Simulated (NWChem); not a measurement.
Species: PbNH2Br, singlet; SMILES [Br][Pb][NH2]

```xyz
5

Pb     0.2194     0.7129     0.0000
Br     0.0029    -1.9320     0.0000
N     -1.8838     1.0037     0.0000
H     -2.5441     0.2306     0.0000
H     -2.3598     1.9015     0.0000
```
Atoms are numbered in this order, from 1.

All runs: NWChem. Low-valent species are run as closed-shell singlets; no triplet was tried in these runs. All runs use the structure optimised with PBE0/def2-SVP. def2 effective core potentials on Pb; no spin-orbit coupling. B3LYP is NWChem's, with the RPA form of VWN correlation.

### Question
Order these by “highest occupied level (eV)”, lowest first: PBE0/def2-SVP; LRC-wPBEh/def2-SVP; KT2/def2-SVP.

### Answer
LRC-wPBEh/def2-SVP (-8.83), PBE0/def2-SVP (-6.99), KT2/def2-SVP (-5.80)
